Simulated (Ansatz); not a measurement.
Relaxation of Li₅H₅⁺ with UKS PBE0-D4/def2-TZVP.

```sh
$ ansatz run in.yaml --threads 4 --pin off --events-out ev --progress --plain --max-ram 3916MiB
```

```yaml
crystal:
  periodic: [false, false, false]
  atoms:
    - {symbol: Li, position_ang: [-0.146510, 0.749380, -0.088610]}
    - {symbol: Li, position_ang: [0.759950, 0.745110, -2.962350]}
    - {symbol: Li, position_ang: [1.176690, -1.459480, -1.195410]}
    - {symbol: Li, position_ang: [-1.471190, 0.906520, 2.637250]}
    - {symbol: Li, position_ang: [-0.133270, -1.421070, 1.691790]}
    - {symbol: H, position_ang: [0.427990, -1.097100, 0.203620]}
    - {symbol: H, position_ang: [-0.987180, 1.453360, 1.094300]}
    - {symbol: H, position_ang: [-0.960830, -0.576560, 2.770630]}
    - {symbol: H, position_ang: [1.307750, -0.693550, -2.597220]}
    - {symbol: H, position_ang: [0.026600, 1.393390, -1.554010]}
basis:
  gaussian: {orbitals: def2-TZVP}
total_charge: 1
magnetization: {spin_polarized: true, initial_magnetization: 1}
hamiltonian: {xc: pbe0, dispersion: d4}
scf: {omitted_lower_state_checks: [starts]}
output: {orbitals: {seedname: orbitals}}
relax: {f_tol: 0.02, max_steps: 100}
```

Hardware: 4 threads of Arm Neoverse V2 on a shared host. Wall time 35 s.

Positions (Å) and forces (eV/Å) at steps 1, 2, 3, 4, 5, 6, 7, 8, 9, 10, 13, 16, 17, 19, 21, 22, 23, 24, 25, 26, 27, 28, 29 of 29:

```xyz
10
step=1 energy=-1095.1771 eV
Li   -0.147    0.749   -0.089    0.386   -0.897    0.183
Li    0.760    0.745   -2.962   -0.084    0.552   -0.538
Li    1.177   -1.459   -1.195    0.218   -0.494   -0.002
Li   -1.471    0.907    2.637   -0.413    0.632    0.344
Li   -0.133   -1.421    1.692    0.114   -0.500    0.161
H     0.428   -1.097    0.204   -0.071    0.400   -0.064
H    -0.987    1.453    1.094   -0.237    0.337    0.161
H    -0.961   -0.577    2.771    0.018   -0.203    0.151
H     1.308   -0.694   -2.597    0.121   -0.158   -0.073
H     0.027    1.393   -1.554   -0.051    0.331   -0.322
10
step=2 energy=-1095.5509 eV
Li   -0.086    0.593   -0.060    0.153   -0.357    0.085
Li    0.755    0.865   -3.107   -0.002    0.181   -0.231
Li    1.225   -1.565   -1.222    0.116   -0.192   -0.101
Li   -1.574    1.034    2.735   -0.141    0.185    0.128
Li   -0.117   -1.517    1.745   -0.002   -0.174    0.167
H     0.456   -1.111    0.212    0.020    0.009    0.003
H    -1.001    1.448    1.108   -0.078    0.209   -0.064
H    -0.978   -0.511    2.760    0.025   -0.045   -0.004
H     1.286   -0.626   -2.602    0.013   -0.035    0.032
H     0.033    1.389   -1.569   -0.104    0.219   -0.014
10
step=3 energy=-1095.7480 eV
Li   -0.074    0.407   -0.059    0.100   -0.219    0.031
Li    0.722    0.986   -3.046   -0.019   -0.021    0.118
Li    1.251   -1.699   -1.245    0.083   -0.009   -0.151
Li   -1.575    1.130    2.637    0.041   -0.019   -0.088
Li   -0.062   -1.623    1.816   -0.050   -0.015    0.173
H     0.522   -1.283    0.247   -0.013   -0.038   -0.015
H    -0.997    1.531    0.948    0.015    0.172   -0.244
H    -0.933   -0.420    2.617    0.026   -0.019   -0.034
H     1.199   -0.518   -2.458   -0.030   -0.009    0.051
H    -0.054    1.488   -1.457   -0.152    0.178    0.158
10
step=4 energy=-1095.9644 eV
Li   -0.054    0.291   -0.059    0.053   -0.131    0.001
Li    0.675    1.048   -2.916   -0.032   -0.014    0.120
Li    1.279   -1.773   -1.256    0.052    0.049   -0.160
Li   -1.533    1.171    2.495    0.041   -0.014   -0.098
Li   -0.027   -1.682    1.863   -0.081    0.037    0.152
H     0.554   -1.423    0.265   -0.015    0.017   -0.017
H    -0.981    1.622    0.774    0.135    0.079   -0.435
H    -0.901   -0.378    2.527    0.082   -0.058   -0.099
H     1.142   -0.470   -2.363   -0.042   -0.051    0.149
H    -0.154    1.595   -1.331   -0.193    0.088    0.388
10
step=5 energy=-1096.2276 eV
Li   -0.036    0.198   -0.060    0.024   -0.050   -0.021
Li    0.619    1.093   -2.773   -0.062    0.057    0.103
Li    1.299   -1.820   -1.266    0.030    0.076   -0.140
Li   -1.484    1.200    2.343    0.022    0.051   -0.112
Li   -0.008   -1.721    1.894   -0.084    0.061    0.121
H     0.581   -1.531    0.280   -0.017    0.039   -0.016
H    -0.945    1.683    0.592    0.217   -0.013   -0.548
H    -0.868   -0.343    2.441    0.123   -0.109   -0.147
H     1.088   -0.431   -2.270   -0.045   -0.107    0.225
H    -0.246    1.672   -1.182   -0.208   -0.006    0.534
10
step=6 energy=-1096.5225 eV
Li   -0.020    0.125   -0.063    0.007    0.007   -0.028
Li    0.562    1.131   -2.638   -0.091    0.143    0.077
Li    1.311   -1.847   -1.274    0.014    0.078   -0.101
Li   -1.435    1.226    2.201   -0.004    0.127   -0.120
Li    0.001   -1.743    1.913   -0.069    0.064    0.082
H     0.603   -1.609    0.291   -0.015    0.035   -0.014
H    -0.891    1.712    0.407    0.243   -0.078   -0.544
H    -0.836   -0.311    2.353    0.143   -0.146   -0.169
H     1.035   -0.395   -2.175   -0.042   -0.150    0.263
H    -0.329    1.712   -1.015   -0.186   -0.079    0.554
10
step=7 energy=-1096.7804 eV
Li    0.004    0.072   -0.063    0.000    0.004   -0.016
Li    0.507    1.164   -2.535   -0.055    0.147   -0.022
Li    1.318   -1.851   -1.280    0.009    0.035   -0.055
Li   -1.398    1.253    2.087   -0.040    0.124   -0.032
Li   -0.004   -1.749    1.920   -0.039    0.031    0.046
H     0.614   -1.649    0.297    0.003   -0.005   -0.005
H    -0.820    1.706    0.226    0.150   -0.053   -0.327
H    -0.811   -0.289    2.275    0.125   -0.110   -0.168
H     0.989   -0.368   -2.091   -0.045   -0.118    0.248
H    -0.398    1.710   -0.836   -0.108   -0.055    0.331
10
step=8 energy=-1096.8533 eV
Li    0.010    0.040   -0.062    0.047   -0.146    0.047
Li    0.484    1.199   -2.513    0.022    0.006   -0.056
Li    1.325   -1.862   -1.282   -0.029    0.025    0.056
Li   -1.397    1.288    2.052   -0.021    0.005    0.057
Li   -0.001   -1.766    1.923    0.018    0.010   -0.054
H     0.624   -1.681    0.299    0.041   -0.128    0.026
H    -0.771    1.686    0.119   -0.210    0.100    0.404
H    -0.749   -0.262    2.112    0.034    0.008   -0.095
H     0.906   -0.331   -1.917   -0.028    0.001    0.059
H    -0.431    1.689   -0.731    0.126    0.118   -0.444
10
step=9 energy=-1096.8926 eV
Li    0.006    0.023   -0.023   -0.024   -0.071    0.052
Li    0.497    1.198   -2.516   -0.043    0.000    0.069
Li    1.325   -1.854   -1.265   -0.044   -0.010    0.060
Li   -1.399    1.299    2.075    0.030   -0.013   -0.090
Li    0.009   -1.781    1.925    0.017    0.007   -0.101
H     0.633   -1.757    0.314    0.078   -0.112    0.012
H    -0.802    1.708    0.145   -0.021    0.127   -0.071
H    -0.687   -0.232    1.930    0.001    0.007    0.050
H     0.855   -0.311   -1.824    0.051   -0.021   -0.029
H    -0.437    1.707   -0.761   -0.045    0.086    0.048
10
step=10 energy=-1096.9006 eV
Li   -0.068   -0.010   -0.002    0.175    0.015   -0.017
Li    0.450    1.187   -2.440    0.048    0.033    0.011
Li    1.311   -1.895   -1.252    0.056    0.036    0.042
Li   -1.386    1.305    1.992    0.036    0.031    0.031
Li    0.018   -1.819    1.890    0.072    0.030    0.003
H     0.713   -1.861    0.336   -0.108   -0.062   -0.005
H    -0.834    1.821    0.141    0.000   -0.024   -0.081
H    -0.617   -0.219    1.842   -0.120   -0.017    0.015
H     0.867   -0.313   -1.737   -0.104    0.002   -0.065
H    -0.455    1.805   -0.770   -0.055   -0.044    0.065
10
step=13 energy=-1096.9167 eV
Li   -0.001   -0.003    0.000    0.000    0.000    0.000
Li    0.467    1.205   -2.452    0.001   -0.005    0.003
Li    1.322   -1.885   -1.248    0.000    0.001   -0.003
Li   -1.383    1.316    2.009    0.002   -0.006   -0.001
Li    0.025   -1.805    1.898   -0.002    0.001    0.003
H     0.677   -1.863    0.327    0.001   -0.002    0.000
H    -0.841    1.797    0.131   -0.001    0.001   -0.001
H    -0.648   -0.223    1.863   -0.002    0.005    0.003
H     0.849   -0.316   -1.767   -0.001    0.003   -0.004
H    -0.466    1.777   -0.761    0.001    0.002    0.000
10
step=16 energy=-1096.9167 eV
Li    0.004    0.000    0.001   -0.002   -0.001    0.000
Li    0.468    1.204   -2.451    0.002    0.005    0.001
Li    1.318   -1.887   -1.252   -0.003   -0.002    0.002
Li   -1.390    1.311    2.006   -0.003    0.002   -0.002
Li    0.026   -1.803    1.901    0.002   -0.001   -0.003
H     0.680   -1.864    0.328    0.001    0.004    0.000
H    -0.847    1.796    0.129    0.003   -0.003   -0.008
H    -0.647   -0.221    1.866    0.004   -0.001    0.000
H     0.844   -0.318   -1.772   -0.003   -0.003    0.002
H    -0.455    1.782   -0.757   -0.002   -0.001    0.008
10
step=17 energy=-1096.9002 eV rejected
Li    0.083    0.044    0.030   -0.046   -0.010   -0.012
Li    0.486    1.205   -2.434   -0.004    0.062    0.067
Li    1.252   -1.915   -1.291   -0.043   -0.015    0.059
Li   -1.514    1.250    1.952    0.023    0.011   -0.072
Li    0.060   -1.779    1.928    0.043   -0.007   -0.046
H     0.721   -1.877    0.346    0.000    0.061   -0.023
H    -0.955    1.768    0.105    0.250   -0.030   -0.244
H    -0.600   -0.195    1.889    0.001    0.027   -0.007
H     0.752   -0.362   -1.827   -0.017    0.014    0.041
H    -0.286    1.861   -0.698   -0.206   -0.113    0.237
10
step=19 energy=-1096.9169 eV
Li    0.009    0.003    0.004   -0.003   -0.002   -0.001
Li    0.470    1.206   -2.448    0.005    0.008    0.001
Li    1.311   -1.889   -1.255   -0.003   -0.003    0.005
Li   -1.400    1.306    2.001   -0.005    0.004   -0.002
Li    0.030   -1.800    1.903    0.005   -0.001   -0.004
H     0.684   -1.865    0.330   -0.001    0.008   -0.001
H    -0.856    1.793    0.127    0.006   -0.006   -0.018
H    -0.642   -0.219    1.868    0.006   -0.001   -0.001
H     0.836   -0.322   -1.776   -0.006   -0.005    0.003
H    -0.442    1.787   -0.753   -0.004   -0.001    0.018
10
step=21 energy=-1096.9343 eV
Li    0.007   -0.012   -0.001   -0.023   -0.009    0.002
Li    0.587    1.260   -2.378    0.007   -0.002    0.002
Li    1.214   -1.915   -1.291   -0.021   -0.010   -0.007
Li   -1.488    1.263    1.942   -0.024   -0.008   -0.011
Li    0.129   -1.742    1.940   -0.002    0.000   -0.012
H     0.661   -1.850    0.321    0.024   -0.007    0.015
H    -0.967    1.698    0.044    0.006   -0.009   -0.075
H    -0.563   -0.168    1.899    0.041    0.023    0.000
H     0.748   -0.343   -1.810   -0.013    0.010    0.003
H    -0.329    1.809   -0.666    0.005    0.010    0.082
10
step=22 energy=-1096.9240 eV rejected
Li   -0.036   -0.039   -0.011    0.129    0.080    0.047
Li    0.614    1.281   -2.336    0.020    0.010    0.083
Li    1.134   -1.940   -1.322    0.053    0.012    0.043
Li   -1.571    1.217    1.873    0.080    0.005   -0.015
Li    0.144   -1.720    1.944    0.112    0.037    0.032
H     0.724   -1.852    0.342   -0.137   -0.023   -0.063
H    -1.031    1.663   -0.020    0.296   -0.034   -0.216
H    -0.465   -0.106    1.930   -0.142   -0.003   -0.085
H     0.704   -0.349   -1.823   -0.115    0.029   -0.003
H    -0.216    1.845   -0.576   -0.294   -0.113    0.176
10
step=23 energy=-1096.9471 eV
Li    0.016   -0.018    0.005   -0.015   -0.011    0.000
Li    0.603    1.276   -2.342    0.015    0.005    0.005
Li    1.178   -1.922   -1.306   -0.023   -0.007    0.004
Li   -1.519    1.248    1.902   -0.021   -0.010   -0.013
Li    0.154   -1.721    1.949    0.008   -0.001   -0.011
H     0.668   -1.857    0.323    0.014    0.006    0.008
H    -1.001    1.660   -0.002    0.067   -0.007   -0.107
H    -0.532   -0.142    1.902    0.035    0.030   -0.015
H     0.711   -0.344   -1.816   -0.027    0.015    0.012
H    -0.277    1.821   -0.614   -0.053   -0.020    0.117
10
step=24 energy=-1096.9620 eV
Li    0.011   -0.038    0.006    0.017    0.012    0.008
Li    0.627    1.298   -2.300    0.005    0.002    0.042
Li    1.131   -1.927   -1.321   -0.014    0.000    0.013
Li   -1.556    1.227    1.852    0.015   -0.009   -0.032
Li    0.177   -1.697    1.956    0.037    0.017   -0.004
H     0.681   -1.859    0.329   -0.019   -0.004   -0.012
H    -1.034    1.610   -0.069    0.204    0.016   -0.135
H    -0.481   -0.100    1.897   -0.022    0.019   -0.022
H     0.662   -0.338   -1.813   -0.032    0.019    0.005
H    -0.219    1.825   -0.536   -0.190   -0.071    0.136
10
step=25 energy=-1096.9777 eV
Li    0.029   -0.091    0.018   -0.025    0.117   -0.030
Li    0.616    1.328   -2.216    0.007    0.009    0.006
Li    1.075   -1.918   -1.329    0.031   -0.054   -0.055
Li   -1.564    1.231    1.764   -0.001    0.000   -0.006
Li    0.220   -1.649    1.953    0.020   -0.046    0.091
H     0.687   -1.871    0.330   -0.022    0.024   -0.010
H    -1.033    1.552   -0.141    0.171    0.010   -0.107
H    -0.471   -0.068    1.881    0.012    0.006   -0.053
H     0.621   -0.322   -1.810   -0.040    0.004    0.050
H    -0.181    1.808   -0.450   -0.153   -0.071    0.114
10
step=26 energy=-1096.9665 eV rejected
Li    0.046   -0.122    0.027   -0.041    0.118   -0.044
Li    0.601    1.366   -2.088   -0.097   -0.009    0.088
Li    1.005   -1.928   -1.357   -0.001   -0.017   -0.007
Li   -1.570    1.223    1.627    0.087    0.023   -0.087
Li    0.291   -1.603    1.980    0.003   -0.021    0.020
H     0.676   -1.852    0.327    0.041   -0.085    0.013
H    -1.045    1.459   -0.293    0.459    0.139    0.111
H    -0.429   -0.032    1.820   -0.094    0.020    0.043
H     0.538   -0.307   -1.764    0.073    0.049   -0.044
H    -0.113    1.796   -0.281   -0.429   -0.218   -0.094
10
step=27 energy=-1096.9893 eV
Li    0.029   -0.086    0.017    0.005    0.009   -0.009
Li    0.623    1.334   -2.196    0.012    0.014   -0.007
Li    1.056   -1.918   -1.339    0.008   -0.023   -0.021
Li   -1.574    1.223    1.742   -0.018    0.005    0.006
Li    0.239   -1.633    1.964    0.012   -0.017    0.036
H     0.685   -1.862    0.329   -0.006    0.002   -0.003
H    -1.007    1.522   -0.175   -0.069   -0.015   -0.051
H    -0.466   -0.052    1.858    0.025   -0.005   -0.015
H     0.593   -0.310   -1.797   -0.027   -0.014    0.023
H    -0.177    1.781   -0.403    0.058    0.044    0.041
10
step=28 energy=-1096.9917 eV
Li    0.035   -0.093    0.016   -0.008   -0.044    0.012
Li    0.666    1.359   -2.119   -0.028   -0.017   -0.013
Li    0.989   -1.943   -1.363   -0.019    0.014    0.020
Li   -1.618    1.186    1.672    0.020    0.006    0.003
Li    0.326   -1.594    1.993   -0.023   -0.002   -0.034
H     0.672   -1.875    0.328    0.030    0.007    0.007
H    -1.010    1.507   -0.248    0.038    0.008    0.016
H    -0.441   -0.033    1.842   -0.017    0.018   -0.011
H     0.541   -0.308   -1.783    0.036    0.028    0.000
H    -0.161    1.794   -0.338   -0.030   -0.017   -0.001
10
step=29 energy=-1096.9948 eV
Li    0.028   -0.105    0.015    0.018    0.000    0.008
Li    0.621    1.356   -2.140   -0.011   -0.013    0.015
Li    1.009   -1.936   -1.356    0.017    0.007    0.003
Li   -1.591    1.216    1.683    0.015    0.000   -0.007
Li    0.283   -1.611    1.980    0.005    0.003   -0.005
H     0.696   -1.868    0.332   -0.020   -0.010    0.004
H    -1.006    1.503   -0.234    0.003    0.001   -0.015
H    -0.452   -0.036    1.835   -0.010   -0.007    0.001
H     0.569   -0.303   -1.778   -0.014    0.011   -0.007
H    -0.157    1.783   -0.337   -0.004    0.007    0.002
```

In the doublet, H7 and H10 lie 0.90 Å apart (atoms count from 1), so these atoms are partly bonded to each other. The structure comes from a short search, and lower isomers may exist.
